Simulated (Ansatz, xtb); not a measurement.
Species: AuH, net charge 0, singlet state. 
Coordinates optimised at B3LYP-D3(BJ)/def2-TZVP (Ansatz, a quantum-chemistry and plane-wave program):
```
Au
H 1 1.5467
```
Charge 0, spin multiplicity 1.

Harmonic wavenumbers from GFN2-xTB (xtb, at its own minimum), cm⁻¹: 2107.

Question: Give the harmonic wavenumbers at B3LYP-D3(BJ)/def2-TZVP (Ansatz, finite differences of forces, unscaled).

Answer: 2210 cm⁻¹. Zero-point energy 3.2 kcal/mol.

Question: From these and the geometry, give the ideal-gas thermochemistry at 298.15 K and 1 atm (rigid rotor, harmonic oscillator).

Answer: Point group C∞v, rotational symmetry number 1. Rotational constants 210.7, 210.7 GHz. S(trans) 41.75, S(rot) 8.71, S(vib) 0.00, S(elec, spin only) 0.00, S 50.5 cal/(mol K). H(298) - H(0) 2.07 kcal/mol; G - E(el) -9.8 kcal/mol.
